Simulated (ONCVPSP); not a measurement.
Logarithmic derivatives: hydrogen (H), ONCV

* Element: hydrogen (H)
* Generator: ONCVPSP 4.0.1
* Type: optimised norm-conserving Vanderbilt (ONCV)
* Functional: PBE
* Relativity: scalar-relativistic
* Frozen core: none
* Valence charge: 1
* Reference configuration: 1s1
* Partial waves: 1s: rc 1.05 bohr, ncon 4, nbas 8, qcut 7.6 1/bohr, 1 projector; p scattering state at 0.17 Ha: rc 1.00 bohr, ncon 4, nbas 8, qcut 7.2 1/bohr, 2 projectors, debl 0.5 Ha
* Local potential: polynomial inside 0.65 bohr (lpopt 3, dvloc0 1 Ha)
* Core correction: none

The phase is arctan(r·R′/R) of the radial function R(r), unwrapped; energies in Ha, scanned from -2 to 5 Ha. A pole is an energy at which the radial function vanishes at the test radius. The pseudo phase is shifted by a multiple of π to meet the all-electron one at the reference energy, and phase errors are pseudo minus all-electron; the curves can meet again beyond the range given. Levels narrower than the energy grid can be missing from the lists of poles.

**Question.** For each channel, where are the poles, and over which energies does the pseudopotential scatter like the atom?

**Answer.**

| channel | radius (bohr) | reference energy (Ha) | poles, all-electron | poles, pseudo | unbroken range about the reference energy with phases within 0.05 rad | phase error 1 Ha above the reference energy (rad) |
| --- | --- | --- | --- | --- | --- | --- |
| s | 1.06 | -0.24 | 2.20 | 2.23 | below 4.9 | +0.001 |
| p | 1.01 | 0.17 | none | none | the whole range | +0.000 |

Phases in the s channel:

| E (Ha) | all-electron | pseudo |
| --- | --- | --- |
| -1.98 | 0.541 | 0.542 |
| -1.80 | 0.446 | 0.448 |
| -1.62 | 0.336 | 0.337 |
| -1.44 | 0.208 | 0.210 |
| -1.26 | 0.065 | 0.066 |
| -1.08 | -0.092 | -0.091 |
| -0.90 | -0.256 | -0.256 |
| -0.72 | -0.420 | -0.419 |
| -0.54 | -0.575 | -0.575 |
| -0.36 | -0.716 | -0.716 |
| -0.18 | -0.841 | -0.841 |
| 0.00 | -0.950 | -0.950 |
| 0.18 | -1.043 | -1.043 |
| 0.36 | -1.124 | -1.123 |
| 0.54 | -1.194 | -1.193 |
| 0.72 | -1.254 | -1.253 |
| 0.90 | -1.308 | -1.306 |
| 1.08 | -1.355 | -1.354 |
| 1.26 | -1.397 | -1.396 |
| 1.44 | -1.436 | -1.434 |
| 1.62 | -1.471 | -1.469 |
| 1.80 | -1.504 | -1.501 |
| 1.98 | -1.535 | -1.531 |
| 2.16 | -1.564 | -1.560 |
| 2.34 | -1.592 | -1.587 |
| 2.52 | -1.619 | -1.614 |
| 2.70 | -1.646 | -1.639 |
| 2.88 | -1.672 | -1.665 |
| 3.06 | -1.699 | -1.690 |
| 3.24 | -1.726 | -1.716 |
| 3.42 | -1.754 | -1.743 |
| 3.60 | -1.784 | -1.770 |
| 3.78 | -1.815 | -1.798 |
| 3.96 | -1.848 | -1.829 |
| 4.14 | -1.884 | -1.861 |
| 4.32 | -1.923 | -1.896 |
| 4.50 | -1.967 | -1.934 |
| 4.68 | -2.016 | -1.977 |
| 4.86 | -2.073 | -2.024 |
